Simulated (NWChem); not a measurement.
CH₇NO₂Si; SMILES O[SiH](OC)N

```xyz
12

Si     0.0396     0.5086    -0.4570
N     -1.4546     0.8691     0.2966
O      1.1476     1.2762     0.5151
O      0.2272    -1.1346    -0.5513
C      0.0480    -2.0179     0.5230
H      0.2334     0.9305    -1.8711
H     -2.3344     0.5111    -0.0522
H     -1.5685     1.7237     0.8273
H      2.0112     1.4238     0.1207
H     -0.2062    -3.0152     0.1303
H     -0.7632    -1.6898     1.1964
H      0.9705    -2.1131     1.1226
```
Atoms are numbered in this order, from 1.

All runs: NWChem. Medium grid unless said otherwise, to which SCAN and Minnesota functionals are sensitive. Geometry: optimised at PBE0/def2-SVP. No frequency run checked for a minimum.

What does the run give for r2SCAN0/def2-SVP? Quantities: highest occupied level (eV); orbital gap (eV); dipole (D).

The highest occupied level (eV) comes out as -7.58. The orbital gap (eV) comes out as 9.72 and the dipole (D) is 0.80.
